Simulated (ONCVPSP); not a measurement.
**sulfur: one change to an ONCV potential, before and after**

* Element: S
* Generator: ONCVPSP 4.0.1
* Type: optimised norm-conserving Vanderbilt (ONCV)
* Functional: PBE
* Relativity: scalar-relativistic
* Frozen core: [Ne]
* Valence charge: 6
* Reference configuration: 3s1.75 3p4.25
* Partial waves: 3s: rc 1.30 bohr, ncon 4, nbas 8, qcut 6.2 1/bohr, 2 projectors, debl 3.8 Ha; 3p: rc 1.40 bohr, ncon 5, nbas 10, qcut 5.4 1/bohr, 2 projectors, debl 2.7 Ha; d scattering state at 0.12 Ha: rc 1.25 bohr, ncon 3, nbas 6, qcut 6.9 1/bohr, 2 projectors, debl 2.6 Ha
* Local potential: polynomial inside 0.85 bohr (lpopt 5, dvloc0 2 Ha)
* Core correction: Teter function, fcfact 5.5, rcfact 1.2

Change: s: qcut 7.6; p: qcut 6.6; d: qcut 8.4.

Cutoffs: the cutoffs (Ha) at which the residual kinetic energy of the hardest occupied pseudo-wave falls to 1 and 0.1 mHa per electron; they do not see the model core or the augmentation charge, which bear on the density cutoff. Errors are all-electron minus pseudo energies relative to the spin-unpolarised reference configuration.

How do hardness, ghosts and transferability respond?

The potential gets neither clearly harder nor softer (13 Ha and 17 Ha → 13 Ha and 20 Ha); a bound ghost appears in s, which as a rule spoils a file; of the 4 tests that both files solve, the error grows in 0 and shrinks in 1 by more than 15 % and 0.3 meV (median size 1.3 → 0.6 meV).

| quantity | base | changed |
| --- | --- | --- |
| cutoff, loose | 13 Ha | 13 Ha |
| cutoff, tight | 17 Ha | 20 Ha |
| loose cutoff by channel | s 13 Ha, p 6.0 Ha | s 13 Ha, p 6.6 Ha |
| bound ghosts | none | s |
| GHOST(+) flags under 300 eV | s at 174.0 eV | none |
| error for 3s2 3p4, meV [ΔE -2.57 eV] | +0.2 | +0.1 |
| error for 3s2 3p3, meV [ΔE 9.20 eV] | +0.2 | +0.1 |
| error for 3s2 3p2, meV [ΔE 31.49 eV] | +7.7 | +6.6 |
| error for 3s0 3p6, meV [ΔE 18.17 eV] | +2.3 | +1.1 |
| s: phases at 1.32 bohr within 0.05 rad from the reference energy up to (Ha; the scan ends near 5) | to the end of the scan | to the end of the scan |
| p: phases at 1.42 bohr within 0.05 rad from the reference energy up to (Ha; the scan ends near 5) | to the end of the scan | to the end of the scan |
| d: phases at 1.27 bohr within 0.05 rad from the reference energy up to (Ha; the scan ends near 5) | to the end of the scan | to the end of the scan |
| rms error of d²Exc/dni dnj with the model core, mHa | 0.70 | 0.67 |

Base: The cutoffs count occupied waves only; projector 2 of the p channel, the hardest unoccupied one, needs 110 Ha at the loose tolerance. Changed file: The cutoffs count occupied waves only; projector 2 of the p channel, the hardest unoccupied one, needs 87 Ha at the loose tolerance. A true bound ghost makes a file unfit for plane-wave use even where its test errors are small: the radial tests pick states by their node count and pass the ghost by.
